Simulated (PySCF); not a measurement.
# UHF on Nb (niobium, neutral)

Configuration: [Kr] 4d3 5s2, high-spin 4F determinant (an excited configuration). Computed with PySCF 2.14 in aug-cc-pVDZ-PP with ECP28MDF (5s5p4d2f, 54 functions), with a scalar-relativistic core potential.

* Total energy: -56.119465 hartree
* One-electron energy: -94.9703 hartree
* Hartree (Coulomb) energy: 45.0516 hartree
* Exchange energy: -6.2007 hartree
* ⟨S²⟩: 3.7689
* ⟨L²⟩: 12.039
* Sum of ⟨r⟩: 23.83 bohr
* Sum of ⟨r²⟩: 62.51 bohr²

```json
{"shell": "4s α", "electrons": "1", "mean orbital energy (hartree)": "-2.83752", "rms radius, mean of both spins (bohr)": "1.25"}
{"shell": "4s β", "electrons": "1", "mean orbital energy (hartree)": "-2.69886", "rms radius, mean of both spins (bohr)": "1.25"}
{"shell": "4p α", "electrons": "3", "mean orbital energy (hartree)": "-1.77810", "rms radius, mean of both spins (bohr)": "1.40"}
{"shell": "4p β", "electrons": "3", "mean orbital energy (hartree)": "-1.59324", "rms radius, mean of both spins (bohr)": "1.40"}
{"shell": "4d α", "electrons": "3", "mean orbital energy (hartree)": "-0.38918", "rms radius, mean of both spins (bohr)": "2.12"}
{"shell": "5s α", "electrons": "1", "mean orbital energy (hartree)": "-0.24849", "rms radius, mean of both spins (bohr)": "4.13"}
{"shell": "5s β", "electrons": "1", "mean orbital energy (hartree)": "-0.20217", "rms radius, mean of both spins (bohr)": "4.13"}
```

Energies and moments cover only the electrons outside the core potential.
